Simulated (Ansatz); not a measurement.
Geometry optimisation, DFT PBE, scalar-relativistic, plane waves, PAW (Ansatz 0.2.0).

The input (input.yaml):

```yaml
crystal:
  lattice:
    - [10.86, 0.0, 0.0]
    - [0.0, 10.86, 0.0]
    - [0.0, 0.0, 10.86]
  atoms:
    - { symbol: Si, position: [0.500031, 0.0031309, 0.0011699] }
    - { symbol: Si, position: [0.6217431, 0.1219086, 0.1235006] }
    - { symbol: Si, position: [0.749613, 0.2543426, 0.0039324] }
    - { symbol: Si, position: [0.8760719, 0.3716609, 0.1260393] }
    - { symbol: Si, position: [0.7513267, 0.0005098, 0.2486204] }
    - { symbol: Si, position: [0.8760924, 0.1264453, 0.3769857] }
    - { symbol: Si, position: [-0.0020109, 0.0024141, -0.0025395] }
    - { symbol: Si, position: [0.1235974, 0.1226745, 0.1247151] }
    - { symbol: Si, position: [0.2486617, 0.2516644, 0.0010454] }
    - { symbol: Si, position: [0.3725895, 0.3716729, 0.1258532] }
    - { symbol: Si, position: [0.4971495, 0.4994267, -0.0048015] }
    - { symbol: Si, position: [0.6339489, 0.6283075, 0.1252522] }
    - { symbol: Si, position: [0.7454373, 0.7540426, -0.0014527] }
    - { symbol: Si, position: [0.8784761, 0.8749317, 0.1261563] }
    - { symbol: Si, position: [0.2475307, -0.0020699, 0.2482004] }
    - { symbol: Si, position: [0.3716848, 0.1248661, 0.3744672] }
    - { symbol: Si, position: [0.5024916, 0.2488694, 0.2496128] }
    - { symbol: Si, position: [0.6264277, 0.3752604, 0.3764773] }
    - { symbol: Si, position: [0.7538772, 0.5040477, 0.252089] }
    - { symbol: Si, position: [0.8735516, 0.6263202, 0.3741103] }
    - { symbol: Si, position: [0.4974571, -0.0063173, 0.5004168] }
    - { symbol: Si, position: [0.6206035, 0.1228913, 0.6275572] }
    - { symbol: Si, position: [0.7528115, 0.2469869, 0.5009641] }
    - { symbol: Si, position: [0.8704971, 0.3725276, 0.6297112] }
    - { symbol: Si, position: [0.7480009, -0.001757, 0.7543489] }
    - { symbol: Si, position: [0.8753263, 0.1263466, 0.8752023] }
    - { symbol: Si, position: [0.001749, 0.501098, 0.0013949] }
    - { symbol: Si, position: [0.1220896, 0.6265813, 0.1242797] }
    - { symbol: Si, position: [0.2503424, 0.7475888, -0.0002587] }
    - { symbol: Si, position: [0.3757078, 0.8745777, 0.1220797] }
    - { symbol: Si, position: [0.0047964, 0.2463378, 0.2522409] }
    - { symbol: Si, position: [0.1255535, 0.370378, 0.3756026] }
    - { symbol: Si, position: [0.2497143, 0.4982913, 0.2499219] }
    - { symbol: Al, position: [0.5020313, 0.749901, 0.2478894], spin: 1.0 }
    - { symbol: Si, position: [0.6279524, 0.8769741, 0.3750384] }
    - { symbol: Si, position: [-0.0020476, -0.0017718, 0.5028759] }
    - { symbol: Si, position: [0.1248593, 0.1236834, 0.6236315] }
    - { symbol: Si, position: [0.2478655, 0.2506113, 0.4999411] }
    - { symbol: Si, position: [0.3800138, 0.3770898, 0.6254285] }
    - { symbol: Si, position: [0.5044518, 0.4975956, 0.5035691] }
    - { symbol: Si, position: [0.6290665, 0.6230247, 0.6214603] }
    - { symbol: Si, position: [0.7455801, 0.7514339, 0.5008814] }
    - { symbol: Si, position: [0.8708711, 0.8721476, 0.6288887] }
    - { symbol: Si, position: [0.2482446, 0.0047944, 0.7500711] }
    - { symbol: Si, position: [0.3754908, 0.1212797, 0.8705476] }
    - { symbol: Si, position: [0.4979459, 0.249661, 0.751015] }
    - { symbol: Si, position: [0.6242719, 0.3765074, 0.8742979] }
    - { symbol: Si, position: [0.7438219, 0.4960621, 0.753138] }
    - { symbol: Si, position: [0.8741161, 0.623703, 0.8750808] }
    - { symbol: Si, position: [-0.0027276, 0.7535299, 0.2548616] }
    - { symbol: Si, position: [0.1259247, 0.8718992, 0.3789729] }
    - { symbol: Si, position: [-0.0044217, 0.4986565, 0.5022764] }
    - { symbol: Si, position: [0.1240471, 0.6239529, 0.6249923] }
    - { symbol: Si, position: [0.2534002, 0.7492501, 0.4992291] }
    - { symbol: Si, position: [0.3759414, 0.8725994, 0.6275589] }
    - { symbol: Si, position: [0.0038638, 0.2482162, 0.7502494] }
    - { symbol: Si, position: [0.1332744, 0.3704839, 0.8777632] }
    - { symbol: Si, position: [0.2461299, 0.4981451, 0.7513894] }
    - { symbol: Si, position: [0.3816138, 0.6211379, 0.873659] }
    - { symbol: Si, position: [0.505423, 0.7493974, 0.7474291] }
    - { symbol: Si, position: [0.6260452, 0.872186, 0.8721648] }
    - { symbol: Si, position: [-0.0020928, 0.7482071, 0.7480309] }
    - { symbol: Si, position: [0.1257614, 0.8752999, 0.8727853] }
magnetization:
  spin_polarized: true
total_charge: -2
basis:
  ecutwfc: 420.0
kpoints:
  mp_grid: { grid: [1, 1, 1] }
hamiltonian:
  xc: pbe
  pseudopotentials: { kind: paw, azcp: { folder: soft_1 } }
scf:
  occupations: { method: gaussian, width: 0.05 }
  lower_state_search: "off"
relax:
  f_tol: 0.03
  max_steps: 60
  adjacent_minimum: "off"
```

Launched with:

```bash
$ ansatz run input.yaml --threads 4 --pin off --max-ram 10240MiB --backend cpu --events-out ev --progress --plain --runs-dir out
```

**Question.** Where does it end, and by what steps?

**Answer.** The run converged. Limits of this set-up: coarse k mesh, charged cell in a uniform background, uncorrected. After 8 steps the energy has fallen by 1.636 eV; Al34 moved furthest, 1.19 Å. Joined: Si33–Al34 (3.87 → 2.73 Å), Al34–Si40 (3.90 → 2.73 Å), Al34–Si54 (3.84 → 2.73 Å).

| step | energy less start (eV) | largest force component (eV/Å) | accepted |
| --- | --- | --- | --- |
| 0 | 0.0000 | 1.365 | yes |
| 1 | -1.0994 | 0.470 | yes |
| 2 | -1.2793 | 0.236 | yes |
| 3 | -1.3715 | 0.214 | yes |
| 4 | -1.4787 | 0.217 | yes |
| 5 | -1.5733 | 0.185 | yes |
| 6 | -1.6265 | 0.079 | yes |
| 7 | -1.6342 | 0.046 | yes |
| 8 | -1.6364 | 0.007 | yes |

```xyz
63
Lattice="10.8600 0.0000 0.0000 0.0000 10.8600 0.0000 0.0000 0.0000 10.8600" Properties=species:S:1:pos:R:3
Si 5.376 -0.096 0.092
Si 6.768 1.309 1.381
Si 8.140 2.677 0.011
Si 9.521 4.055 1.342
Si 8.058 -0.095 2.774
Si 9.494 1.342 4.059
Si -0.031 -0.015 0.011
Si 1.348 1.367 1.340
Si 2.716 2.712 -0.026
Si 4.078 4.066 1.334
Si 5.447 5.414 -0.016
Si 6.625 6.755 1.523
Si 8.058 8.083 0.092
Si 9.462 9.474 1.383
Si 2.708 0.013 2.702
Si 4.086 1.359 4.063
Si 5.440 2.720 2.710
Si 6.817 4.067 4.071
Si 8.165 5.416 2.701
Si 9.512 6.793 4.063
Si 5.447 0.012 5.442
Si 6.809 1.367 6.800
Si 8.177 2.713 5.434
Si 9.556 4.094 6.764
Si 8.139 -0.014 8.179
Si 9.511 1.358 9.498
Si 0.004 5.422 -0.027
Si 1.360 6.784 1.331
Si 2.709 8.154 -0.016
Si 4.047 9.334 1.524
Si 0.031 2.736 2.716
Si 1.468 4.175 3.999
Si 2.900 5.607 2.670
Al 4.760 7.470 3.388
Si 6.626 9.333 4.103
Si 0.004 0.023 5.433
Si 1.387 1.401 6.761
Si 2.758 2.770 5.392
Si 4.150 4.173 6.684
Si 5.478 5.604 5.252
Si 6.817 6.785 6.789
Si 8.166 8.155 5.441
Si 9.521 9.515 6.802
Si 2.716 0.024 8.145
Si 4.090 1.342 9.515
Si 5.436 2.736 8.121
Si 6.810 4.056 9.489
Si 8.177 5.424 8.144
Si 9.494 6.798 9.515
Si 0.014 8.145 2.710
Si 1.360 9.524 4.071
Si 0.063 5.464 5.392
Si 1.469 6.857 6.681
Si 2.901 8.188 5.250
Si 4.078 9.524 6.792
Si 0.016 2.722 8.134
Si 1.387 4.094 9.454
Si 2.758 5.465 8.086
Si 4.087 6.793 9.498
Si 5.440 8.146 8.137
Si 6.769 9.476 9.547
Si 0.031 8.140 8.120
Si 1.349 9.516 9.489
```

The run took 110 s on 4 threads of Arm Neoverse V1, on a shared host, peak memory 1.6 GiB.
